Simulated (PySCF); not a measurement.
# Sc⁹⁺: ionisation energy

Sc⁹⁺ [Ne] 3s2 (1S) → Sc¹⁰⁺ [Ne] 3s1 (2S), as a difference of total energies. Computed with PySCF 2.14 in an even-tempered Gaussian basis (19 s from 0.49 bohr⁻², ratio 2.5; 12 p from 0.64 bohr⁻², ratio 2.5; 5 d from 2.8 bohr⁻², ratio 2.7; 4 f from 4.2 bohr⁻², ratio 2.7), with scalar relativity by spin-free X2C-1e. Correlated levels: outer shells: 1s2 frozen; virtual orbitals above 40 to 60 times the deepest correlated orbital energy dropped. The calculations carry no spin-orbit coupling.

```csv
method,ionisation energy (eV)
UHF,222.90
LDA,225.31
PBE,225.34
PBE0,224.99
r2SCAN,223.85
B3LYP,225.35
revPBE,225.09
MP2 (outer shells),224.82
SCS-MP2 (outer shells),225.01
```

How much does correlation contribute at MP2 (outer shells)?

224.82 − (222.90) = 1.92 eV, measured against UHF.

For comparison: 225.18 ± 0.05 eV (semi-empirical (NIST evaluation); NIST Atomic Spectra Database, ionization energies).
